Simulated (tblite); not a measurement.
Compound: C₆H₉BF₂O.
Atom-mapped SMILES: `[CH:1]#[C:2][CH2:3][CH2:4][O:5][C@H:6]([CH3:7])[B:8]([F:9])[F:10]` (hydrogens: H11 on C1; H12, H13 on C3; H14, H15 on C4; H16 on C6; H17, H18, H19 on C7)

Computed with GFN2-xTB (tblite), gas phase: L-BFGS steps from a force-field or distance-geometry start until the largest atomic force falls under 0.01 eV/Å.

Step 17: E = -876.4030 eV
```
atom  x, y, z in Å  |  force x, y, z in eV/Å
C1      4.2165   -0.1973    0.8262   -0.048  -0.011  -0.017
C2      3.2107   -0.4683    0.2364    0.064   0.041   0.064
C3      1.9522   -0.7432   -0.4233    0.067  -0.025  -0.009
C4      0.8246    0.0313    0.2623    0.059  -0.006  -0.017
O5     -0.3763   -0.2642   -0.4109    0.005  -0.021   0.059
C6     -1.5385    0.4060    0.0949    0.014   0.070  -0.013
C7     -2.5405   -0.6501    0.6318    0.027   0.028  -0.027
B8     -2.1336    1.3658   -1.0435    0.031   0.010  -0.003
F9     -2.9064    2.4001   -0.7743   -0.033  -0.069   0.063
F10    -1.8496    1.2403   -2.3168   -0.019  -0.030   0.005
H11     5.1061    0.0294    1.3344    0.008  -0.028  -0.036
H12     2.0106   -0.4518   -1.4742   -0.026   0.028   0.002
H13     1.7345   -1.8125   -0.3803   -0.011  -0.011   0.013
H14     0.7760   -0.2610    1.3239   -0.090  -0.016  -0.024
H15     1.0418    1.1099    0.2207   -0.021   0.024  -0.022
H16    -1.2357    1.0306    0.9462    0.029   0.044   0.003
H17    -3.4561   -0.6784    0.0489    0.013   0.001  -0.022
H18    -2.7924   -0.4591    1.6707   -0.026   0.018  -0.021
H19    -2.0539   -1.6184    0.5595   -0.043  -0.046   0.002
```

Step 18: E = -876.4046 eV
```
atom  x, y, z in Å  |  force x, y, z in eV/Å
C1      4.2203   -0.1991    0.8252   -0.010   0.003   0.009
C2      3.2117   -0.4659    0.2392    0.044   0.012   0.025
C3      1.9555   -0.7438   -0.4229    0.057  -0.015  -0.004
C4      0.8280    0.0309    0.2624    0.030  -0.006  -0.008
O5     -0.3733   -0.2665   -0.4096   -0.038   0.012   0.078
C6     -1.5362    0.4056    0.0939   -0.020   0.083  -0.001
C7     -2.5435   -0.6487    0.6301    0.042   0.040  -0.027
B8     -2.1355    1.3653   -1.0438    0.033  -0.003   0.007
F9     -2.9138    2.3946   -0.7687   -0.017  -0.082   0.049
F10    -1.8563    1.2417   -2.3184   -0.023  -0.021   0.016
H11     5.1102    0.0267    1.3324    0.016  -0.023  -0.028
H12     2.0154   -0.4523   -1.4740   -0.028   0.023   0.011
H13     1.7397   -1.8141   -0.3792   -0.012   0.009   0.012
H14     0.7781   -0.2619    1.3241   -0.078  -0.009  -0.028
H15     1.0435    1.1106    0.2213   -0.021  -0.002  -0.026
H16    -1.2397    1.0341    0.9464    0.050   0.000  -0.032
H17    -3.4590   -0.6757    0.0447    0.052   0.003  -0.001
H18    -2.7972   -0.4543    1.6690   -0.019   0.006  -0.056
H19    -2.0577   -1.6181    0.5603   -0.057  -0.030   0.005
```

Step 19: E = -876.4062 eV
```
atom  x, y, z in Å  |  force x, y, z in eV/Å
C1      4.2242   -0.2008    0.8246    0.035   0.017   0.036
C2      3.2130   -0.4632    0.2425    0.013  -0.024  -0.025
C3      1.9598   -0.7447   -0.4225    0.019   0.006   0.007
C4      0.8319    0.0305    0.2623   -0.018  -0.003   0.007
O5     -0.3708   -0.2688   -0.4069   -0.063   0.033   0.065
C6     -1.5339    0.4065    0.0929   -0.032   0.061   0.016
C7     -2.5459   -0.6464    0.6277    0.042   0.041  -0.021
B8     -2.1369    1.3647   -1.0438    0.025  -0.016   0.016
F9     -2.9219    2.3871   -0.7616   -0.009  -0.081   0.030
F10    -1.8636    1.2425   -2.3198   -0.024  -0.010   0.019
H11     5.1149    0.0235    1.3298    0.035  -0.013  -0.011
H12     2.0198   -0.4523   -1.4736   -0.024   0.014   0.019
H13     1.7449   -1.8156   -0.3778   -0.009   0.027   0.009
H14     0.7786   -0.2629    1.3237   -0.052   0.000  -0.022
H15     1.0448    1.1113    0.2214   -0.014  -0.028  -0.028
H16    -1.2428    1.0380    0.9461    0.068  -0.030  -0.050
H17    -3.4610   -0.6727    0.0401    0.078   0.008   0.009
H18    -2.8024   -0.4490    1.6661   -0.011  -0.001  -0.079
H19    -2.0628   -1.6183    0.5612   -0.061  -0.002   0.004
```

**Question.** Estimate the geometry and energy of step 20. (The exact step hangs on the optimiser's Hessian estimate; all steps are aligned on step 19, rigid shifts and turns removed.)

**Answer.** E = -876.4079 eV, largest force 0.099 eV/Å
```
atom  x, y, z in Å  |  force x, y, z in eV/Å
C1      4.2286   -0.2024    0.8243    0.064   0.025   0.051
C2      3.2150   -0.4607    0.2457   -0.008  -0.052  -0.064
C3      1.9644   -0.7455   -0.4219   -0.029   0.028   0.021
C4      0.8356    0.0299    0.2623   -0.064   0.001   0.019
O5     -0.3692   -0.2706   -0.4031   -0.061   0.031   0.021
C6     -1.5322    0.4084    0.0920   -0.018   0.015   0.029
C7     -2.5475   -0.6433    0.6248    0.029   0.030  -0.011
B8     -2.1378    1.3636   -1.0435    0.007  -0.023   0.019
F9     -2.9305    2.3776   -0.7534   -0.012  -0.062   0.011
F10    -1.8716    1.2431   -2.3209   -0.020  -0.001   0.015
H11     5.1205    0.0199    1.3268    0.054  -0.004   0.006
H12     2.0240   -0.4522   -1.4728   -0.018   0.007   0.023
H13     1.7503   -1.8167   -0.3762   -0.005   0.038   0.006
H14     0.7781   -0.2640    1.3230   -0.019   0.007  -0.004
H15     1.0460    1.1115    0.2210   -0.006  -0.043  -0.027
H16    -1.2448    1.0416    0.9451    0.081  -0.038  -0.042
H17    -3.4615   -0.6692    0.0353    0.080   0.015   0.001
H18    -2.8080   -0.4434    1.6617   -0.005  -0.001  -0.074
H19    -2.0692   -1.6184    0.5622   -0.049   0.025   0.001
```

The energy changes by -0.0016 eV. The first-order estimate −F·Δx gives -0.0022 eV and the mean of the old and new forces, exact on a quadratic surface, -0.0016 eV. The step makes an angle of 71° with the force vector and moves no atom by more than 0.015 Å.

What follows is the cost of the whole relaxation. The run took 1.7 s wall on one thread, Arm Neoverse V1 (aarch64), shared host with 32 logical CPUs at a one-minute load of 9.4.
